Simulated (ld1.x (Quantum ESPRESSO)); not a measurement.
**Reading a pseudo-wave (molybdenum)**

Columns: radius, all-electron u(r) and pseudo u(r) of the 5p shell (level -0.84 eV) of molybdenum in the configuration [Kr] 4d5.5 5s0.5 5p0; PBE, non-relativistic, PAW scheme, ld1.x (Quantum ESPRESSO) 7.5.

```json
{"r (bohr)": "0.235", "all-electron": "-0.0656", "pseudo": "-0.0047"}
{"r (bohr)": "0.470", "all-electron": "-0.0310", "pseudo": "-0.0185"}
{"r (bohr)": "0.705", "all-electron": "0.1058", "pseudo": "-0.0407"}
{"r (bohr)": "0.940", "all-electron": "0.1556", "pseudo": "-0.0700"}
{"r (bohr)": "1.175", "all-electron": "0.1256", "pseudo": "-0.1050"}
{"r (bohr)": "1.410", "all-electron": "0.0555", "pseudo": "-0.1437"}
{"r (bohr)": "1.645", "all-electron": "-0.0263", "pseudo": "-0.1844"}
{"r (bohr)": "1.880", "all-electron": "-0.1056", "pseudo": "-0.2251"}
{"r (bohr)": "2.115", "all-electron": "-0.1765", "pseudo": "-0.2643"}
{"r (bohr)": "2.350", "all-electron": "-0.2371", "pseudo": "-0.3005"}
{"r (bohr)": "2.585", "all-electron": "-0.2876", "pseudo": "-0.3327"}
{"r (bohr)": "2.820", "all-electron": "-0.3287", "pseudo": "-0.3602"}
{"r (bohr)": "3.055", "all-electron": "-0.3613", "pseudo": "-0.3828"}
{"r (bohr)": "3.290", "all-electron": "-0.3865", "pseudo": "-0.4005"}
{"r (bohr)": "3.525", "all-electron": "-0.4052", "pseudo": "-0.4137"}
{"r (bohr)": "3.760", "all-electron": "-0.4183", "pseudo": "-0.4229"}
{"r (bohr)": "3.995", "all-electron": "-0.4266", "pseudo": "-0.4286"}
{"r (bohr)": "4.230", "all-electron": "-0.4308", "pseudo": "-0.4314"}
{"r (bohr)": "4.465", "all-electron": "-0.4316", "pseudo": "-0.4317"}
{"r (bohr)": "4.700", "all-electron": "-0.4296", "pseudo": "-0.4296"}
{"r (bohr)": "4.935", "all-electron": "-0.4253", "pseudo": "-0.4253"}
{"r (bohr)": "5.170", "all-electron": "-0.4190", "pseudo": "-0.4190"}
{"r (bohr)": "5.405", "all-electron": "-0.4112", "pseudo": "-0.4112"}
{"r (bohr)": "5.640", "all-electron": "-0.4020", "pseudo": "-0.4020"}
{"r (bohr)": "5.875", "all-electron": "-0.3919", "pseudo": "-0.3919"}
{"r (bohr)": "6.110", "all-electron": "-0.3810", "pseudo": "-0.3810"}
```

(1) How many radial nodes do the two functions have?

(2) At about which radius was the pseudo-wave matched?

(3) Is the pseudo-wave norm-conserving?

Results:

(1) The all-electron 5p function has n − l − 1 = 3 (the table is too coarse to show those close to the nucleus); the pseudo-wave has 0, since the states of the same l below it are removed with the core.

(2) 4.70 bohr, where the columns begin to agree (steps of 0.23 bohr).

(3) No, it belongs to a PAW set: the norm inside the radius is not constrained, and the difference is carried by the augmentation charge.
